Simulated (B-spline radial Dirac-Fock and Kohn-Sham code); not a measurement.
# The Ge-like isoelectronic sequence (32 electrons), Z = 67 to 81

The computed values come from an atomic code on a B-spline grid: Dirac-Fock energy differences between relaxed states, corrected for Breit and QED terms. Binding energies in eV, tabulated ground configurations ([Ar] 3d10 4s2 4p2 throughout). The model has no electron correlation.

```
  ion      3s   3p1/2      4s  outermost level  NIST ionisation energy
Ho³⁵⁺  3537.2  3330.3  1627.4      1509.9 (4p)                1545 ± 5
Er³⁶⁺  3699.6  3487.7  1709.1      1586.0 (4p)                1625 ± 5
Tm³⁷⁺  3866.1  3649.0  1792.9      1664.1 (4p)                1706 ± 4
Yb³⁸⁺  4036.8  3814.5  1878.8      1744.1 (4p)                1789 ± 4
Lu³⁹⁺       ?       ?       ?                ?                       ?
Hf⁴⁰⁺  4390.9  4158.1  2057.3      1909.8 (4p)                1963 ± 4
Ta⁴¹⁺  4574.4  4336.2  2149.8      1995.6 (4p)                2053 ± 4
 W⁴²⁺  4762.4  4518.7  2244.6      2083.3 (4p)            2149.1 ± 2.1
Re⁴³⁺  4954.8  4705.6  2341.6      2173.0 (4p)                2240 ± 4
Os⁴⁴⁺  5151.7  4897.0  2440.9      2264.6 (4p)                2336 ± 4
Ir⁴⁵⁺  5353.2  5092.9  2542.5      2358.3 (4p)                2435 ± 4
Pt⁴⁶⁺  5559.3  5293.3  2646.5      2453.9 (4p)                2536 ± 4
Au⁴⁷⁺  5770.2  5498.4  2752.8      2551.5 (4p)                2640 ± 4
Hg⁴⁸⁺  5985.9  5708.3  2861.5      2651.2 (4p)                2745 ± 4
Tl⁴⁹⁺  6206.5  5922.9  2972.7      2752.9 (4p)                2854 ± 4
```

Task: Fill in the row of Lu³⁹⁺.

Result: 3s 4211.7, 3p1/2 3984.2, 4s 1966.9, outermost 1826.0 (4p), NIST 1875 ± 4 eV.

NIST's values are for the lowest levels; a dash marks a value that is missing or belongs to another shell. Their kind here: semi-empirical, theoretical. Where a p, d or f shell is open in either ion the computed value averages over both j values and all terms, while the table refers to the lowest levels; that difference holds spin-orbit splitting (largest in heavy or highly charged ions), term energies where several electrons share open shells, and correlation, and it can reach 10 % or more.
